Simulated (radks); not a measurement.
Question: Excited configurations of the tellurium ion Te+: one electron is placed in a higher orbital outside [Kr] 4d10 5s2 5p2. The ground configuration is [Kr] 4d10 5s2 5p3. Calculated with a radial shooting solver on a logarithmic mesh with Libxc functionals: scalar-relativistic Kohn-Sham, r2SCAN, spin-polarised, spherical densities, finite nucleus; open shells are filled with parallel spins first (spin-orbit coupling, left out, can overturn this in heavy ions); meta-GGA in the generalised Kohn-Sham scheme; Fermi nuclear charge, rms radius 4.7423 fm. Excitation = E - E(ground); binding = E(ion) - E, where the ion is the core of charge +2; n* = 2/sqrt(2 binding) in atomic units, and the quantum defect is n - n*.

outer orbital  excitation (eV)  binding (eV)     n*  quantum defect  eigenvalue (eV)  <r> (bohr)
4f                      15.589         3.563  3.908           0.092           -2.456       8.051
5d                      11.500         7.653  2.667           2.333           -5.220       4.008
5f                      16.711         2.442  4.721           0.279           -1.811       13.66
6s                      10.691         8.461  2.536           3.464           -6.830       5.028
6p                      12.745         6.407  2.914           3.086           -5.092       6.201
6d                      15.122         4.030  3.675           2.325           -3.068       9.044
6f                      17.407         1.746  5.583           0.417           -1.346       20.86
7p                      15.585         3.567  3.906           3.094           -2.877       11.38
7d                      16.630         2.522  4.645           2.355           -1.989       15.32

Estimate the row for 7s.

Answer: excitation (eV) 14.775; binding (eV) 4.377; n* 3.526; quantum defect 3.474; eigenvalue (eV) -3.533; <r> (bohr) 9.572. The Delta-SCF ionisation energy is 19.152 eV (NIST Atomic Spectra Database: 18.6 eV, measured). Self-interaction in the functional shifts the binding energies and quantum defects, so they are the method's values and not measured ones. Open shells are spherical and high-spin; term and fine-structure splittings are not resolved. Spin-orbit splitting is averaged out at the scalar-relativistic level.
